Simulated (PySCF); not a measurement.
# Working out the ionisation energy of Kr⁺

Kr⁺ [Ar] 3d10 4s2 4p5 (2P) → Kr²⁺ [Ar] 3d10 4s2 4p4 (3P). All numbers are calculated (PySCF 2.14, scalar relativity by spin-free X2C-1e, in x2c-QZVPPall (11s8p5d4f1g, 97 functions)). Frozen: [Ne]. Energies in hartree (1 hartree = 27.21139 eV):

```json
{"part": "UHF", "Kr⁺ (lower)": "-2787.793762", "Kr²⁺ (upper)": "-2786.940198"}
{"part": "MP2 opposite-spin", "Kr⁺ (lower)": "-0.609866", "Kr²⁺ (upper)": "-0.580249"}
{"part": "MP2 same-spin", "Kr⁺ (lower)": "-0.307559", "Kr²⁺ (upper)": "-0.297556"}
```

Problem. What does Hartree-Fock give?

Solution. (-2786.940198) − (-2787.793762) = 0.853564 hartree = 23.227 eV.

Problem. What do MP2 and SCS-MP2 (6/5 opposite-spin, 1/3 same-spin) give?

Solution. The opposite-spin parts differ by 0.806 eV and the same-spin parts by 0.272 eV. MP2: 23.227 + (0.806) + (0.272) = 24.305 eV. SCS-MP2: 23.227 + 1.2 × (0.806) + (0.272)/3 = 24.285 eV.

A first-order spin-orbit estimate adds -0.023 eV to MP2 (valence and next inner shell), giving 24.282 eV against 24.360 eV (measured; NIST Atomic Spectra Database, ionization energies).

What remains against the reference includes basis incompleteness, the frozen core and correlation beyond second order.
